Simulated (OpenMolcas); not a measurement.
**V2+: moving the ligands**

V2+ with 6 ligands (fluoride) in octahedral coordination (Oh) at 2.1 Å. A charge of +0.667 e stands 2.4 Å behind each ligand. Ligand basis ANO-RCC-VDZP.
```
V     0.0000    0.0000    0.0000
F     2.1000    0.0000    0.0000
F     0.0000    2.1000    0.0000
F    -2.1000    0.0000    0.0000
F     0.0000   -2.1000    0.0000
F     0.0000    0.0000    2.1000
F     0.0000    0.0000   -2.1000
```

```json
{"Program": "OpenMolcas 26.06", "Method": "CASSCF", "Basis": "ANO-RCC-VTZP [6s5p3d2f1g]", "Scalar Hamiltonian": "DKH2, point nucleus", "Active space": "3 electrons in 5 orbitals (3d)", "State averaging": "2S+1 = 4 even, 10 roots; 2S+1 = 2 even, 40 roots", "Spin-orbit coupling": "state interaction with AMFI integrals over the reference wave functions"}
```

Runs around this geometry, states (labels of O, the rotations of Oh). Energies in cm-1 above the lowest state or level, χT in cm3 K/mol; 10Dq and B are least-squares fits to the states below 45000 cm-1, weighted by degeneracy, with a free offset, and given where the rms deviation is under 5 % of |10Dq| (or 100 cm-1) and under 700 cm-1.

```json
{"R (Å)": "2.05", "Ground state": "4A2", "First state of that spin": "4T2 10649", "10Dq": "11008", "B (rms of fit)": "929 (115)", "First gap with spin-orbit (degeneracies)": "10581 (4, 2)", "χT at 300 K": "1.853", "First state of another spin": "2E 16811"}
{"R (Å)": "2.1", "Ground state": "4A2", "First state of that spin": "4T2 9298", "10Dq": "9632", "B (rms of fit)": "937 (134)", "First gap with spin-orbit (degeneracies)": "9231 (4, 2)", "χT at 300 K": "1.850", "First state of another spin": "2E 16742"}
{"R (Å)": "2.17", "Ground state": "4A2", "First state of that spin": "4T2 7697", "10Dq": "8058", "B (rms of fit)": "936 (136)", "First gap with spin-orbit (degeneracies)": "7630 (4, 2)", "χT at 300 K": "1.844", "First state of another spin": "2E 16650"}
```

Taking |10Dq| as R^-n, n = -ln(8058 / 11008) / ln(2.17 / 2.05) = 5.5 between the shortest and longest distance. The point-charge formula for a cubic d site gives n = 5.

Without dynamic correlation the repulsion within the d shell is too large (B by tens of per cent), so at a given field states of lower spin stand too high. Ligand-to-metal charge-transfer states are missing. With no ligand orbital active B as a rule stays too high, so bands that hang on it stand too high and its fall with covalency is understated. With metal d orbitals alone and no dynamic correlation the field as a rule comes out too small, by tens of per cent, by up to half for chloride and softer ligands. No measured value stands beside these numbers; the geometry is a model, was not optimised and need not be the one that this ion takes.
